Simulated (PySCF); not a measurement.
M06-L on S⁻ (sulfur, charge -1), [Ne] 3s2 3p5, 2P determinant. All numbers are calculated (PySCF 2.14, the non-relativistic Hamiltonian (point nucleus), in aug-cc-pV(T+d)Z (6s5p4d2f, 55 functions)).

```
cycle= 1 E= -398.185053695619  delta_E= -0.00412  |g|= 0.0227  |ddm|= 0.19
cycle= 2 E= -398.184947313685  delta_E= 0.000106  |g|= 0.0273  |ddm|= 0.105
cycle= 3 E= -398.185469668937  delta_E= -0.000522  |g|= 0.00222  |ddm|= 0.057
cycle= 4 E= -398.185472149824  delta_E= -2.48e-06  |g|= 0.000369  |ddm|= 0.00368
cycle= 5 E= -398.185472260594  delta_E= -1.11e-07  |g|= 1.35e-05  |ddm|= 0.000844
cycle= 6 E= -398.185472260755  delta_E= -1.61e-10  |g|= 4.84e-06  |ddm|= 6.73e-05
converged SCF energy = -398.185472260755  <S^2> = 0.75762128  2S+1 = 2.0076068
```

Highest occupied orbital energy: 1.237 eV; ⟨L²⟩ = 2.03; populations by l: s 6.00, p 11.00, d 0.00, f 0.00.

Q: Can this result be used?

A: With care. The calculation finished and met its thresholds. At M06-L the highest occupied level has a positive energy, so only the finite basis holds that electron; in a semilocal or global hybrid functional this comes from self-interaction and does not mean that the real anion is unbound.
